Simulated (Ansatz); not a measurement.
CH3BN2 (`N=C1BN1`), relaxed with RKS PBE0-D4/def2-TZVP in the Gaussian-basis code of Ansatz from a PBE-D4/def2-SVP geometry. The force threshold is 0.005 eV/Å; the program also tests the step.

The species carries charge 0 and has multiplicity 1.

Start:

```xyz
7

N    -0.034    0.177    1.774
C    -0.074   -0.145    0.546
B    -0.259   -0.947   -0.742
N     0.158    0.385   -0.764
H     0.267    1.161    1.899
H    -0.511   -1.875   -1.467
H     0.453    1.244   -1.245
```

Q: By how much does the energy fall, and how many steps does the optimiser take? (Estimate.)

A: Computed: 0.04 eV, in 7 steps.

Q: Which bonds change most? (Best estimate.)

A: Computed: C2–N4 from 1.433 to 1.406 Å; B3–H6 from 1.204 to 1.182 Å; C2–B3 from 1.529 to 1.512 Å; N4–H7 from 1.027 to 1.010 Å.

Q: Give the relaxed structure. (Best estimate.)

A: The calculation gave: 
```xyz
7

N    -0.032    0.182    1.745
C    -0.072   -0.143    0.533
B    -0.257   -0.942   -0.737
N     0.156    0.377   -0.754
H     0.264    1.149    1.876
H    -0.505   -1.851   -1.450
H     0.446    1.228   -1.214
```
